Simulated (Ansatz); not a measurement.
`CBC1=CB1`, charge 0, multiplicity 1.

Problem. Give a relaxed structure at PBE0-D4/def2-TZVP (Ansatz 0.2.0). (Best estimate.)

Solution. The calculation gave: 
Z-matrix (Å, degrees):
```
C
B 1 1.562
H 1 1.097 2 108.4
H 1 1.095 2 110.3 3 -114.4
H 1 1.090 2 115.2 3 121.7
C 2 1.495 1 123.2 3 -122.1
H 2 1.201 1 119.8 3 61.4
B 6 1.508 2 144.4 1 -88.5
C 6 1.357 2 155.8 1 91.5
H 8 1.180 6 147.8 2 -0.1
H 9 1.081 6 135.0 2 0.1
```
This is one stationary point; other conformers may exist.
